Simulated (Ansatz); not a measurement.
A run for Ansatz (a first-principles code): U-CCSD(T)/def2-TZVPP on I2, a point of a bond scan (R = 2.425 Å). Elements past Kr take the def2 small-core potentials; no spin–orbit coupling. The run froze 18 orbitals, filled d shells among them.

Ansatz 0.2 input:
```yaml
crystal:
  periodic: [false, false, false]
  atoms:
    - {symbol: I, position_ang: [-0.00000000, -0.00000000, -1.34740410]}
    - {symbol: I, position_ang: [0.00000000, 0.00000000, 1.07792328]}
basis:
  gaussian:
    orbitals: def2-TZVPP
correlation: {method: ccsd_t, electrons: outside_noble_gas}
scf: {omitted_lower_state_checks: [cluster_reference]}
magnetization: {spin_polarized: true, initial_magnetization: 0}
```

It printed:

```
WARN ansatz: RAYON_NUM_THREADS=1 ignored (pool sized by the plan → 1); use --threads N
Functional definition: HF
these checks for a lower state are left out or cut short: cluster_reference
integrals: 0.21 GiB planned
960 factors; integrals over basis functions are off by at most 7.3e-4 eV
mean field: 0.50 GiB planned
mean field evaluation 1: about -16144.4899 eV, gradient 9.0e0 eV
mean field evaluation 2: about -16144.6595 eV, gradient 9.5e0 eV
mean field evaluation 4: about -16145.0821 eV, gradient 7.3e-1 eV
mean field evaluation 8: about -16145.0924 eV, gradient 3.9e-3 eV
mean field -16145.09237618 eV, -593.3212012880 hartree, gradient 2.4e-6 eV, S^2 0.000000; 0 other end points of the search recorded, 0 dependent functions left out
18 core orbitals not correlated
reference -16145.09237618 eV, -593.3212012880 hartree; 7, 7 occupied and 75, 75 virtual orbitals, 960 factors
second order -7.39657988 eV of doubles, -0.00000000 eV of singles
coupled cluster: 0.44 GiB planned
cycle   1  -7.89758330 eV  change   -5.0e-1 eV  update   6.0e-2
cycle   2  -8.09567558 eV  change   -2.0e-1 eV  update   1.7e-2
cycle   3  -8.11467313 eV  change   -1.9e-2 eV  update   5.3e-3
cycle   4  -8.11327729 eV  change    1.4e-3 eV  update   1.4e-3
cycle   5  -8.11305538 eV  change    2.2e-4 eV  update   3.7e-4
cycle   6  -8.11300757 eV  change    4.8e-5 eV  update   1.2e-4
cycle   7  -8.11302344 eV  change   -1.6e-5 eV  update   3.2e-5
cycle   8  -8.11303169 eV  change   -8.2e-6 eV  update   8.1e-6
perturbative correction -0.33104238 eV, -0.0121655829 hartree
Total energy: -16153.53645025 eV, -593.6315152863 hartree
Checks for a lower state left out: cluster_reference
```

The run converged.

Cost: roughly 8 core-seconds.
